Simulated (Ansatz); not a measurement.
Geometry optimisation, RKS PBE/def2-SVP (Ansatz).

input.yaml

```yaml
crystal:
  periodic: [false, false, false]
  atoms:
    - { symbol: "N", position_ang: [-1.2825, -0.1953, -0.0896] }
    - { symbol: C, position_ang: [-0.1883, -1.0386, 0.0616] }
    - { symbol: O, position_ang: [0.9189, -0.4626, -0.5287] }
    - { symbol: In, position_ang: [1.337, 1.1247, 0.3181] }
    - { symbol: H, position_ang: [-1.464, 0.0153, -1.1418] }
    - { symbol: H, position_ang: [-1.099, 0.7851, 0.3382] }
    - { symbol: H, position_ang: [-0.3671, -2.0088, -0.4215] }
    - { symbol: H, position_ang: [0.0389, -1.1929, 1.1368] }
    - { symbol: H, position_ang: [1.2324, 1.344, 1.8622] }
    - { symbol: H, position_ang: [1.37066, -0.40729, -1.40788] }
basis:
  gaussian: { orbitals: def2-SVP }
hamiltonian:
  xc: pbe
relax:
  f_tol: 0.02
  max_steps: 50
output:
  orbitals: {}
```

Command:

```bash
$ ansatz run input.yaml --threads 2 --pin off --max-ram 3072MiB --backend cpu --events-out ev --progress --plain --runs-dir out
```

Question: Where does it end, and by what steps?

Answer: The forces met the threshold. After 12 steps the energy has fallen by 4.137 eV; H9 moved furthest, 0.85 Å. The start is strongly strained (largest force component 9 eV/Å), so its close contacts needn't be bonds. Parted: C2–In4.

```tsv
step	energy less start (eV)	largest force component (eV/Å)	accepted
0	0.0000	9.191	yes
1	-2.2166	4.801	yes
2	-3.3517	2.251	yes
3	-3.8814	0.712	yes
4	-4.0372	0.407	yes
5	-4.0980	0.309	yes
6	-4.1107	0.304	yes
7	-4.1282	0.128	yes
8	-4.1344	0.131	yes
9	-4.1364	0.096	yes
10	-4.1370	0.038	yes
11	-4.1371	0.033	yes
12	-4.1372	0.012	yes
```

```xyz
10
Properties=species:S:1:pos:R:3
N -1.235 -0.178 0.023
C -0.179 -1.113 0.007
O 1.139 -0.625 -0.463
In 2.040 1.601 0.357
H -1.518 0.146 -0.909
H -0.993 0.630 0.624
H -0.443 -1.998 -0.610
H 0.036 -1.447 1.041
H 0.498 1.581 1.497
H 1.151 -0.634 -1.440
```

Whether the end is a true minimum wasn't checked by a vibrational analysis.

The run took 35 s on 2 threads of Intel(R) Xeon(R) Platinum 8259CL CPU @ 2.50GHz (Skylake/Cascade Lake), with other jobs on the host, peak memory 0.17 GiB.
